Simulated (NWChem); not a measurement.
# diiodomethane (CH₂I₂)

```xyz
5

I      1.8391     0.0000     0.0908
C      0.0000     0.0000    -1.0490
I     -1.8391     0.0000     0.0908
H      0.0000     0.9046    -1.6634
H      0.0000    -0.9046    -1.6634
```
Charge 0, spin multiplicity 1.

Program: NWChem. The geometry was optimised at B3LYP/def2-SVP with def2 effective core potentials on I, a minimum by its harmonic frequencies.

Symmetry labels belong to the abelian group C2v used in the runs, with the axes of the coordinates shown; states degenerate in a higher group split over its labels.

Effective core potentials replace the inner electrons of I; spin-orbit coupling is left out.

### Question
List the lowest 6 singlet excitations that CIS/def2-SVP with def2 effective core potentials on I gives, with oscillator strengths.

### Answer
```tsv
state	symmetry	energy (eV)	wavelength (nm)	f
1	b1	4.96	250	0.026
2	b2	5.17	240	0.004
3	a2	5.26	235	0.000
4	a1	5.42	229	0.000
5	a1	7.86	158	0.024
6	a2	8.21	151	0.000
```
